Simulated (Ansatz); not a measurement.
`OBB(O)F` + NH₃ → `NB(O)F` + `BO`  (cleavage of the B–B bond)

Isolated molecules relaxed with PBE0-D4/def2-TZVP in Ansatz; ΔE leaves out vibrations. CBS: MP2 limit from def2 TZ/QZ plus the TZ coupled-cluster correction, frozen cores. This one scheme is used for every species. Functionals use def2-TZVPP. Each species was taken in one conformer, which may not be the lowest.

```csv
level,ΔE (kJ/mol)
r2SCAN0-D4,-126.8
LC-ωPBE,-119.4
```

Q: What does CCSD(T)/CBS give? (Estimate.)

A: Ansatz gave: -118.0 kJ/mol. The listed levels differ from it by -8.8, -1.4 kJ/mol.

Largest T1 diagnostic among the species: 0.014.

In def2-TZVPP, CCSD(T) changes the Hartree–Fock value by +20.5 kJ/mol (the triples alone add +2.7 kJ/mol) and MP2 by +14.9 kJ/mol. From BLYP to BHLYP (50 % exact exchange), in def2-TZVPP and without D4, ΔE moves by −14.1 kJ/mol.
